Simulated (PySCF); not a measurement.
# Computed properties of B(F)(OMe)(OSiH3) (CH6BFO2Si), SMILES COB(F)O[SiH3]

CH6BFO2Si, SMILES COB(F)O[SiH3]. The structure is a stationary point at r2SCAN-D4/def2-SVP. This is a generated structure with no PubChem entry under its InChIKey; it may be hypothetical. The values are those of a single conformer. All values are computed for the isolated molecule unless a solvent is named; none is compared with measurement here.

**Structure.** All 30 harmonic modes at r2SCAN-D4/def2-SVP (PySCF) are real, so it is a minimum. With heavy atoms numbered as in [B:1]([F:2])([O:3][CH3:4])[O:8][SiH3:9], the shortest bond between them is B1–F2 at 1.336 Å and the longest O8–Si9 at 1.681 Å.

**Vibrations.** The strongest infrared lines (harmonic, unscaled, degenerate partners summed) lie at 1452 cm⁻¹ (755 km/mol, B 66 %, O 20 %), 976 cm⁻¹ (426 km/mol, H 81 %, Si 13 %), 1398 cm⁻¹ (318 km/mol, H 37 %, B 35 %, O 13 %, C 11 %). The softest mode is at 36 cm⁻¹ and the zero-point energy is 50.4 kcal/mol.

**Electronic structure.** CAM-B3LYP/def2-TZVP (PySCF) places the frontier levels at -10.33 and 1.05 eV, a gap of 11.38 eV, and gives a dipole moment of 1.86 D and a mean polarisability of 56.7 bohr³. PBE/def2-TZVP (PySCF) at the same geometry gives -7.32 and -0.73 eV, so its gap is 4.79 eV narrower. An orbital gap is neither the optical nor the fundamental gap.

**Excitations.** TDA-PBE0/def2-SVPD (PySCF) has S1 at 7.58 eV (164 nm, f = 0.000, dark); the most intense of the 10 singlets computed lies at 8.96 eV (f = 0.13). T1 (TDA) is at 7.24 eV, 0.34 eV under S1. TDA-PBE/def2-SVPD (PySCF) puts S1 at 6.60 eV. No vertical singlet excitation falls in the visible range (under 3.1 eV).

**NMR.** GIAO shifts at KT2/pcSseg-1 (PySCF) (non-relativistic, atoms alike by connectivity averaged): ¹³C at 56.4 ppm against TMS; ¹H from 4.1 to 5.3 ppm against TMS; ²⁹Si at -29.5 ppm against TMS; ¹⁹F at -176.6 ppm against CFCl3; ¹¹B at 2.9 ppm against BF3.
